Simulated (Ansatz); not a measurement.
`C=[CH][In]([F])[F]` + HBr → `[F][In]([F])[Br]` + `C=C`  (ligand exchange at the In–C bond)

Gas-phase electronic energies from Ansatz, PBE0-D4/def2-TZVP geometries. CCSD(T)/CBS is the MP2 limit (def2-TZVPP, def2-QZVPP) plus CCSD(T) − MP2 in def2-TZVPP, frozen cores. This one scheme is used for every species. Functionals use def2-TZVPP. B3LYP here is the variant with VWN-RPA as its local correlation; programs differ in this. def2 core potentials past Kr. For Br, In outer-core shells are correlated without core-valence functions, which leaves a few kJ/mol of doubt a bond. Scalar relativity is left out up to krypton. One conformer a species, not always the lowest.

CCSD(T)/CBS gives -118.8 kJ/mol.

Another level gave -121.5 kJ/mol. Which?
A. B3LYP/def2-TZVPP
B. LDA (SPW92)/def2-TZVPP
C. MP2/def2-TZVPP
D. HF/def2-TZVPP

A. B3LYP -121.5, MP2/def2-TZVPP -112.5, HF/def2-TZVPP -146.1, LDA (SPW92) -104.1 kJ/mol.

What do rigid-rotor, harmonic-oscillator terms from PBE0-D4/def2-TZVP frequencies (298.15 K, 1 bar) make of the CCSD(T)/CBS value? (Estimate.)

The calculation gave: ΔZPE = +10.7 kJ/mol, ΔH = -109.9 kJ/mol, ΔS = -4 J/(mol·K), ΔG = -108.7 kJ/mol.

Largest T1 diagnostic among the species: 0.016.

From PBE to PBE0 (25 % exact exchange), in def2-TZVPP and without D4, ΔE moves by −6.5 kJ/mol. At CCSD(T), def2-SVP lies −5.1 kJ/mol from the extrapolated value and def2-TZVPP +5.7 kJ/mol.
